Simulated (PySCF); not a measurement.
**How methods differ on the excitation energy of Sc**

Sc [Ar] 3d1 4s2 (2D) → Sc [Ar] 3d1 4s1 4p1 (high-spin determinant), as a difference of total energies. All numbers are calculated (PySCF 2.14, no relativity, point nucleus, in dyall-av2z (16s12p7d2f, 101 functions)). Correlated levels: valence: [Ar] frozen; virtual orbitals above 40 to 60 times the deepest correlated orbital energy dropped. The calculations carry no spin-orbit coupling.

| method | excitation energy (eV) |
| --- | --- |
| UHF | 0.922 |
| MP2 (valence) | 1.527 |
| SCS-MP2 (valence) | 1.709 |
| CCSD (valence) | 1.732 |
| CCSD(T) (valence) | 1.753 |

Question: How much does correlation contribute at CCSD(T) (valence)?

Answer: 1.753 − (0.922) = 0.831 eV, measured against UHF.

A first-order spin-orbit estimate (lowest level to lowest level, LS coupling) adds -0.007 eV.

The determinant of the upper state mixes LS terms, which raises its energy above the lowest term, most at the Hartree-Fock and MP2 levels.
